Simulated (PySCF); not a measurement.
C₆H₄Cl, SMILES Clc1cc[c]cc1, multiplicity 2. Coordinates come from a PBE-D3(BJ)/def2-SVP optimisation. The isomer is the one that the SMILES or the coordinates give; other isomers of the formula were not compared.

Task: Give the equilibrium geometry at PBE-D3(BJ)/def2-SVP (PySCF confirms it by a frequency run) as a Z-matrix, and its point group. (The exact figures need the calculation; the answer reports its results.)

Result: point group C2v.
```
C
C 1 1.4063
H 2 1.0999 1 119.79
C 1 1.4063 2 121.63 3 180.00
H 4 1.0999 1 119.79 2 180.00
C 2 1.4109 3 120.89 1 180.00
C 6 1.3842 2 117.05 3 180.00
C 7 1.3842 6 125.62 2 0.00
H 6 1.1015 7 122.72 8 180.00
H 8 1.1015 7 122.72 6 180.00
Cl 1 1.7470 2 119.18 3 0.00
```
Charge 0, spin multiplicity 2.
